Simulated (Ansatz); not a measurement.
`[SiH3][SiH2][TeH]` + HBr → `[SiH3][SiH2]Br` + H₂Te  (ligand exchange at the Si–Te bond)

Calculated with Ansatz (gas phase, PBE0-D4/def2-TZVP geometries, no zero-point term in ΔE). CBS: MP2 limit from def2 TZ/QZ plus the TZ coupled-cluster correction, frozen cores. DFT in def2-TZVPP. B3LYP here is the variant with VWN-RPA as its local correlation; programs differ in this. Elements past krypton have def2 core potentials. For Br, Te outer-core shells are correlated without core-valence functions, which leaves a few kJ/mol of doubt a bond. Scalar relativity is left out up to krypton.

| level | ΔE (kcal/mol) | difference from CCSD(T)/CBS |
| --- | --- | --- |
| LDA (SPW92) | -5.7 | 0.7 |
| revPBE-D4 | -5.3 | 1.1 |
| r2SCAN-D4 | -6.9 | -0.5 |
| B97M-V | -8.0 | -1.6 |
| B3LYP-D4 | -6.9 | -0.5 |
| ωB97X-V | -7.6 | -1.2 |
| PBE | -6.1 | 0.3 |
| revPBE | -6.3 | 0.1 |
| BLYP | -7.8 | -1.4 |
| B3LYP | -8.1 | -1.7 |
| r2SCANh | -7.1 | -0.7 |
| BHLYP | -8.8 | -2.4 |
| LC-ωPBE | -7.3 | -0.9 |
| HF/def2-TZVPP | -10.3 | -3.9 |
| MP2/def2-QZVPP | -5.9 | 0.5 |
| CCSD/CBS(def2) | -7.0 | -0.6 |
| CCSD(T)/CBS | -6.4 | 0 |

Largest T1 diagnostic among the species: 0.012.

Leaving LDA and LC-ωPBE aside and taking each functional with its dispersion term where it has one, the values spread over 2.7 kcal/mol, from B97M-V to revPBE-D4. The D4 term adds +1.1 kcal/mol with B3LYP and +0.6 kcal/mol with PBE0; it sums over pairs of atoms, weighted by their polarisabilities, and B3LYP, whose exchange is more repulsive, gets the larger term.
